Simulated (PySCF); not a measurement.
A side-by-side comparison of computed properties.

First species: C5H14OSi3.
SMILES: `C#CC[C@@H](C)[Si@H]([SiH3])O[SiH3]`

Second species: C5H14OSi3.
InChI=1S/C5H14OSi3/c7-6-9-4-3-8-5-1-2-5/h3-5H,1-2,8-9H2,7H3/b4-3+

Levels: PBE0/pcSseg-1 for dipole moment, HOMO energy, LUMO energy and HOMO–LUMO gap; GFN2-xTB for rotational constant A and rotational constant C. Geometries: GFN2-xTB. Each structure is a single optimised conformer of the isolated species, non-relativistic unless stated; the electronic structure was computed with PySCF and density fitting.

Dipoles, sizes and rotational constants follow the conformer. The torsions of the flexible species, by atom-mapped SMILES:
- `[CH:1]#[C:2][CH2:3][C@@H:4]([CH3:5])[Si@H:6]([SiH3:7])[O:8][SiH3:9]`: C2–C3–C4–C5 175°, C3–C4–Si6–Si7 -65°, C4–Si6–O8–Si9 46°
- `[SiH3:1][O:2][SiH2:3]/[CH:4]=[CH:5]/[SiH2:6][CH:7]1[CH2:8][CH2:9]1`: Si1–O2–Si3–C4 65°, O2–Si3–C4–C5 9°, C4–C5–Si6–C7 20°, C5–Si6–C7–C8 -152°

Values for the first species:

```
Dipole moment         : 1.14 D
HOMO energy           : -7.63 eV
LUMO energy           : -0.34 eV
HOMO–LUMO gap         : 7.29 eV
Rotational constant A : 1.226 GHz
Rotational constant C : 0.513 GHz
```

Problem. Estimate the same properties for the second species, and the change in each.

Solution. 
| property | first | second | second less first |
| --- | --- | --- | --- |
| dipole moment | 1.14 D | 0.91 D | -0.23 D |
| HOMO energy | -7.63 eV | -7.82 eV | -0.19 eV |
| LUMO energy | -0.34 eV | -0.77 eV | -0.43 eV |
| HOMO–LUMO gap | 7.29 eV | 7.05 eV | -0.24 eV |
| rotational constant A | 1.226 GHz | 2.277 GHz | +1.051 GHz |
| rotational constant C | 0.513 GHz | 0.310 GHz | -0.203 GHz |

On the first: A dipole of 1.14 D is allowed in C1, and pure rotational transitions are dipole-allowed. The dipole equals about 3.8 × 10⁻³⁰ C·m (1 D = 3.33564 × 10⁻³⁰ C·m).

On the second: The dipole matches unit charges of opposite sign 0.19 Å apart (1 e·Å = 4.8032 D). GFN2-xTB frequencies show an imaginary mode (54i cm⁻¹), so this geometry is no minimum at that level.
